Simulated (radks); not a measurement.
Results of a calculation; reference values are marked as such.
Species: Ni21+. Configuration: 1s1 2s2 2p3 3d1 (not the ground configuration).

Level of theory: non-relativistic Kohn-Sham, RPBE, spin-polarised, spherical densities, point nucleus; open shells are filled with parallel spins first (a radial shooting solver on a logarithmic mesh with Libxc functionals).

Energy parts (eV):
part                      energy
total                 -22851.363
kinetic                22846.431
electron-nucleus      -47928.208
Hartree                 2966.414
exchange-correlation    -736.000

Orbitals (lengths in bohr, moments of r in powers of bohr; r(90%) holds 90 % of the orbital's charge):
orbital  occ.  eigenvalue (eV)     <r^2>  r(90%)  <1/r>      <r>
1s up       1        -9627.941  0.003894  0.0959  27.87  0.05397
1s down     0        -9454.227  0.003935  0.0964  27.76  0.05423
2s up       1        -1996.937   0.06115   0.350  6.505   0.2286
2s down     1        -1955.508   0.06234   0.353  6.437   0.2308
2p up       3        -1926.452   0.04562   0.313  6.499   0.1942
2p down     0        -1873.706   0.04712   0.318  6.393   0.1974
3s up       0        -802.6905    0.3414   0.793  2.682   0.5484
3s down     0        -787.3845    0.3454   0.797  2.665   0.5516
3p up       0        -776.7824    0.3127   0.769  2.659   0.5212
3p down     0        -758.9647    0.3192   0.776  2.629   0.5267
3d up       1        -736.7835    0.2361   0.688  2.600   0.4529
3d down     0        -720.9392    0.2413   0.695  2.566   0.4582
4d up       0        -404.9237    0.9861    1.34  1.426   0.9282
4f up       0        -393.7084    0.7455    1.18  1.377   0.8186

The highest occupied level is 3d up at -736.78 eV. The configuration is held as typed, so some empty levels lie below it. The electron density at the nucleus is 8426 e/bohr^3.
